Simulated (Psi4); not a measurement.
cyclopentasilane (H10Si5), singlet, at a GFN2-xTB geometry; DLPNO-MP2/STO-3G in Psi4.

Here is a job for Psi4.
```
memory 2 GB

molecule {
0 1
Si    0.89417552    1.27504538    1.23383194
Si    1.84705489   -0.65518290    0.32696139
Si    0.23760211   -1.69522418   -1.00879286
Si   -1.70023993   -0.39230054   -0.95029712
Si   -1.27859856    1.46770474    0.39832196
H     0.89674347    1.22968577    2.70132679
H     1.69637423    2.46618182    0.93006335
H     2.33852119   -1.55641725    1.37625952
H     3.05646552   -0.34046095   -0.44354549
H    -0.02599594   -3.06728188   -0.55816686
H     0.71891426   -1.87649521   -2.38377269
H    -2.84572076   -1.16314357   -0.45121847
H    -2.12116492    0.00564146   -2.29909414
H    -1.45003107    2.71786551   -0.35222064
H    -2.26402256    1.58382923    1.48001450
}

set {
  basis sto-3g
}

energy('dlpno-mp2')
print_variables()
```

The log (banner, timings and long lists left out):

```
    SCF Algorithm Type (re)set to DF.

   => Loading Basis Set <=

    Name: STO-3G
    Role: ORBITAL
    Keyword: BASIS

         ---------------------------------------------------------
                                   SCF
               by Justin Turney, Rob Parrish, Andy Simmonett
                          and Daniel G. A. Smith
                              RHF Reference
         ---------------------------------------------------------

  ==> Geometry <==

    Molecular point group: c1
    Full point group: C1

    Geometry (in Angstrom), charge = 0, multiplicity = 1:

       Center              X                  Y                   Z               Mass
    ------------   -----------------  -----------------  -----------------  -----------------
         SI           0.894176073133     1.275041450408     1.233829598121    27.976926534650
         SI           1.847055443133    -0.655186829592     0.326959048121    27.976926534650
         SI           0.237602663133    -1.695228109592    -1.008795201879    27.976926534650
         SI          -1.700239376867    -0.392304469592    -0.950299461879    27.976926534650
         SI          -1.278598006867     1.467700810408     0.398319618121    27.976926534650
         H            0.896744023133     1.229681840408     2.701324448121     1.007825032230
         H            1.696374783133     2.466177890408     0.930061008121     1.007825032230
         H            2.338521743133    -1.556421179592     1.376257178121     1.007825032230
         H            3.056466073133    -0.340464879592    -0.443547831879     1.007825032230
         H           -0.025995386867    -3.067285809592    -0.558169201879     1.007825032230
         H            0.718914813133    -1.876499139592    -2.383775031879     1.007825032230
         H           -2.845720206867    -1.163147499592    -0.451220811879     1.007825032230
         H           -2.121164366867     0.005637530408    -2.299096481879     1.007825032230
         H           -1.450030516867     2.717861580408    -0.352222981879     1.007825032230
         H           -2.264022006867     1.583825300408     1.480012158121     1.007825032230

  Running in c1 symmetry.

  Rotational constants: A =      0.05081  B =      0.05081  C =      0.02647 [cm^-1]
  Rotational constants: A =   1523.15596  B =   1523.15183  C =    793.65098 [MHz]
  Nuclear repulsion =  493.045003503897817

  Charge       = 0
  Multiplicity = 1
  Electrons    = 80
  Nalpha       = 40
[...]
  @DF-RHF Final Energy: -1433.93018763233113
    Total Energy =                      -1433.9301876323311262
[...]
      Min     =   62 AUX BFs (1 atoms)
      Max     =  304 AUX BFs (8 atoms)

    Projected AOs per Local MO:
      Average =   48 PAOs (12 atoms)
      Min     =   33 PAOs (9 atoms)
      Max     =   55 PAOs (15 atoms)

    Local MOs per Local MO:
      Average =   40 LMOs
      Min     =   40 LMOs
      Max     =   40 LMOs

    Screened 0 of 1600 LMO pairs (0.00 %)
             0 pairs met overlap criteria
             1020 pairs met energy criteria

    Screened LMO pair energy =  0.000000000000

  ==> Merging LMO Domains into LMO Pair Domains <==

    Auxiliary BFs per Local MO pair:
      Average =  215 AUX BFs (4 atoms)
      Min     =   62 AUX BFs (1 atoms)
      Max     =  422 AUX BFs (13 atoms)

    Local MOs per Local MO pair:
      Average =   40 LMOs
      Min     =   40 LMOs
      Max     =   40 LMOs

    Projected AOs per Local MO pair:
      Average =   54 PAOs (14 atoms)
      Min     =   33 PAOs (9 atoms)
      Max     =   55 PAOs (15 atoms)

    Coefficient sparsity in AO -> LMO transform:   0.00 %
    Coefficient sparsity in AO -> PAO transform:   0.00 %
    Coefficient sparsity in combined transforms:   0.00 %

    Storing transformed LMO/PAO integrals in sparse format.

  ==> Transforming 3-Index Integrals to LMO/PAO basis <==

  ==> Forming Pair Natural Orbitals <==

    Natural Orbitals per Local MO pair:
      Avg:   6 NOs
      Min:   5 NOs
      Max:  15 NOs

    PNO truncation energy = -0.000003296005

  ==> Local MP2 <==

    E_CONVERGENCE = 1.00e-06
    R_CONVERGENCE = 1.00e-06

                     Corr. Energy    Delta E     Max R
  @LMP2 iter   0:  -0.198895120544 -1.989e-01  4.577e-03
  @LMP2 iter   1:  -0.202948415603 -4.053e-03  1.116e-03
  @LMP2 iter   2:  -0.203188123173 -2.397e-04  8.191e-04
  @LMP2 iter   3:  -0.203218064577 -2.994e-05  1.277e-04
  @LMP2 iter   4:  -0.203219516648 -1.452e-06  1.714e-05
  @LMP2 iter   5:  -0.203219548585 -3.194e-08  5.811e-06
  @LMP2 iter   6:  -0.203219551039 -2.454e-09  1.431e-06
  @LMP2 iter   7:  -0.203219551289 -2.503e-10  3.449e-07

  Total DLPNO-MP2 Correlation Energy:  -0.203222847295
    MP2 Correlation Energy:            -0.203219551289
    LMO Truncation Correction:          0.000000000000
    PNO Truncation Correction:         -0.000003296005

  Variable Map:
  ----------------------------------------------------------------------------
[...]
  Array Variable Map:
  ----------------------------------------------------------------------------
[...]
[...]
```
